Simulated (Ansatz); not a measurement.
`C[Si](O)([SiH3])S` + H₂ → `C[SiH](O)[SiH3]` + H₂S  (hydrogenolysis of the Si–S bond)

Program: Ansatz. Geometries: PBE0-D4/def2-TZVP. ΔE: electronic, gas phase. CBS: MP2 limit from def2 TZ/QZ plus the TZ coupled-cluster correction, frozen cores. This one scheme is used for every species. Functionals use def2-TZVPP. One conformer a species, not always the lowest.

Problem. Is it downhill or uphill in electronic energy at CCSD(T)/CBS, and by how much? (Estimate.)

Solution. Ansatz gave: Uphill: ΔE = +0.61 eV.

Problem. What do these levels give: PBE-D4, r2SCAN-D4, B2PLYP, PBE, PBE0, MP2/def2-TZVPP, CCSD(T)/def2-TZVPP, HF/def2-QZVPP, MP2/def2-QZVPP, SCS-MP2/def2-QZVPP, HF/CBS(def2), MP2/CBS(def2)? (Best estimate.)

Solution. Computed: PBE-D4 0.67, r2SCAN-D4 0.67, B2PLYP 0.53, PBE 0.58, PBE0 0.55, MP2/def2-TZVPP 0.67, CCSD(T)/def2-TZVPP 0.56, HF/def2-QZVPP 0.30, MP2/def2-QZVPP 0.70, SCS-MP2/def2-QZVPP 0.60, HF/CBS(def2) 0.30, MP2/CBS(def2) 0.72 eV.

Largest T1 diagnostic among the species: 0.012.

The D4 term adds +0.15 eV with B3LYP and +0.08 eV with PBE0; it sums over pairs of atoms, weighted by their polarisabilities, and B3LYP, whose exchange is more repulsive, gets the larger term. In def2-TZVPP, CCSD(T) changes the Hartree–Fock value by +0.25 eV (the triples alone add +0.07 eV) and MP2 by +0.36 eV.

B3LYP here is the variant with VWN-RPA as its local correlation; programs differ in this.
